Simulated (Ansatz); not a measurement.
The molecule ZnSe, closed-shell singlet (lowest of 2S+1 = 1, 3 at CCSD(T)/def2-TZVPP on PBE0 minima; our sources give no spin for the ground state, which may be another). No spin–orbit coupling. Zn is treated without relativity. Se is treated without relativity.

Constants: fifth-degree fit in 1/R to seven points, most abundant isotopes. Runs in def2 and cc sets follow the lowest solution found near the PBE0 minimum. The singlet is held restricted.

Codes used: Ansatz (Gaussian basis) for Hartree–Fock, density functionals and correlated methods. 

Energies at B3LYP/def2-TZVPP:

```json
[
 {"R (Å)": "2.025911", "E (hartree)": "-4181.00740278"},
 {"R (Å)": "2.080371", "E (hartree)": "-4181.01285163"},
 {"R (Å)": "2.130474", "E (hartree)": "-4181.01572202"},
 {"R (Å)": "2.187112", "E (hartree)": "-4181.01700694"},
 {"R (Å)": "2.243751", "E (hartree)": "-4181.01666988"},
 {"R (Å)": "2.309103", "E (hartree)": "-4181.01476600"},
 {"R (Å)": "2.385347", "E (hartree)": "-4181.01108744"}
]
```

### Question
With a reduced mass of 35.5172 u, find the minimum, the force constant and the constants.

### Answer
A fifth-degree polynomial in 1/R puts the minimum at r_e = 2.2017 Å with force constant 205 N/m. Then ω_e = (1/2πc)√(k/μ) = 313 cm⁻¹ and B_e = h/(8π²cμr_e²) = 0.09791 cm⁻¹; the cubic and quartic terms give α_e = 0.00046 and ω_e x_e = 1.2 cm⁻¹.

Ansatz is an electronic-structure program.
